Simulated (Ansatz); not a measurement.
`[CH3][Al]([NH2])[SH]` → `C[NH][AlH][SH]`  (isomerisation)

Isolated molecules relaxed with PBE0-D4/def2-TZVP in Ansatz; ΔE leaves out vibrations. CBS: MP2 limit from def2 TZ/QZ plus the TZ coupled-cluster correction, frozen cores. This one scheme is used for every species. Functionals use def2-TZVPP. B3LYP here is the variant with VWN-RPA as its local correlation; programs differ in this. One conformer a species, not always the lowest.

```
          level  ΔE (eV)
        PBE0-D4     0.90
       B3LYP-D4     0.88
     r2SCANh-D4     0.95
        ωB97M-V     0.93
            PBE     0.89
           PBE0     0.90
          B3LYP     0.89
CCSD/def2-TZVPP     0.89
```

**Question.** What does CCSD(T)/CBS give? (An estimate is asked.)

**Answer.** The calculation gave: +0.93 eV. The listed levels differ from it by -0.03, -0.05, 0.02, 0.00, -0.04, -0.03, -0.04, -0.04 eV.

Largest T1 diagnostic among the species: 0.011.

In def2-TZVPP, CCSD(T) changes the Hartree–Fock value by +0.07 eV (the triples alone add +0.00 eV) and MP2 by +0.11 eV. At CCSD(T), def2-SVP lies −0.24 eV from the extrapolated value and def2-TZVPP −0.04 eV.
